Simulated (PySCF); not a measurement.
A calculated (PBE, PySCF 2.14, aug-cc-pVTZ-DK, the spin-free X2C one-electron Hamiltonian (Gaussian nucleus)) atom or ion has these occupied shells.

```tsv
shell	electrons	orbital energy (eV)	rms radius, mean of both spins (bohr)
1s	2	-9516.5	0.0580
2s	2	-1157.6	0.245
2p	6	-1003.5	0.219
3s	2	-129.13	0.732
3p	6	-83.345	0.776
3d	10	-10.146	1.06
4s	2	-5.981	2.88
```

Name the element and its charge.

Zn (zinc, neutral), in [Ar] 3d10 4s2, closed-shell 1S.
